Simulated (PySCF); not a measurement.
## Fe(OH)₂: fields on a plane

Computed with UPBE/[Fe def2-SVP, O def2-SVP, H def2-SVP], no relativity, density fitting, PySCF.

The quintet minimum has Fe–O 1.775 Å (×2), O–H 0.972 Å (×2); Fe–O–H 124.7° (×2), O–Fe–O 176.4°.

The plane holds Fe1 at (0.00, 0.00), O2 at (1.78, 0.00), O3 at (-1.77, -0.04), H4 at (2.33, 0.80) Å. Columns run from x = -3.75 to 4.65 Å, rows from y = 3.15 (top) to -1.95 Å, in steps of 0.3 Å. Other isomers or separated fragments may lie lower.

Q: Give the lowest empty orbital (Å^-3/2) at -3.54 eV (cut at ±0.3; overall sign arbitrary). Every second row and column.

A: 
```
 0.00  0.00  0.01  0.01  0.01  0.02  0.02  0.02  0.01  0.01  0.01  0.00  0.00  0.00  0.00
 0.00  0.01  0.01  0.02  0.02  0.03  0.04  0.03  0.03  0.02  0.01  0.00  0.00  0.00  0.00
 0.00  0.01  0.01  0.03  0.04  0.06  0.07  0.07  0.05  0.03  0.01  0.00  0.00  0.00  0.00
 0.00  0.01  0.01  0.03  0.06  0.09  0.13  0.12  0.08  0.04  0.01 -0.01  0.00  0.00  0.00
 0.00  0.00 -0.01  0.01  0.04  0.03  0.16  0.12  0.07  0.04 -0.05 -0.03 -0.01  0.00  0.00
 0.00 -0.02 -0.06 -0.09  0.05 -0.30 -0.30 -0.30 -0.04  0.12 -0.14 -0.04 -0.01  0.00  0.00
 0.00 -0.02 -0.07 -0.06  0.05 -0.07  0.07 -0.26 -0.03 -0.01 -0.08 -0.03  0.00  0.00  0.00
 0.00 -0.01 -0.02  0.01  0.06  0.10  0.17  0.11  0.05  0.02  0.00  0.00  0.00  0.00  0.00
 0.00  0.00  0.00  0.02  0.05  0.08  0.10  0.09  0.06  0.03  0.02  0.01  0.01  0.00  0.00
```

Q: Give the spin density (e/Å³) (cut at ±0.5 e/Å³). Every second row and column.

A: 
```
 0.00  0.00  0.00  0.00  0.00  0.00  0.00  0.00  0.00  0.00  0.00  0.00  0.00  0.00  0.00
 0.00  0.00  0.00  0.00  0.00  0.00  0.00  0.00  0.00  0.00  0.00  0.00  0.00  0.00  0.00
 0.00  0.00  0.00  0.00  0.00  0.00  0.00  0.00  0.00  0.00  0.00  0.00  0.00  0.00  0.00
 0.00  0.00  0.00  0.00  0.00  0.01  0.02  0.02  0.01  0.00  0.01  0.00  0.00  0.00  0.00
 0.00  0.00  0.00  0.03  0.00  0.07  0.30  0.20  0.01  0.01  0.04  0.00  0.00  0.00  0.00
 0.00  0.00  0.01  0.35 -0.02  0.23  0.50  0.50 -0.01  0.07  0.02  0.00  0.00  0.00  0.00
 0.00  0.00  0.00  0.06 -0.01  0.12  0.50  0.50  0.02  0.05  0.05  0.00  0.00  0.00  0.00
 0.00  0.00  0.00  0.01  0.00  0.02  0.06  0.06  0.01  0.00  0.00  0.00  0.00  0.00  0.00
 0.00  0.00  0.00  0.00  0.00  0.00  0.01  0.01  0.00  0.00  0.00  0.00  0.00  0.00  0.00
```

With open d or f shells other occupations or spin states may lie lower.
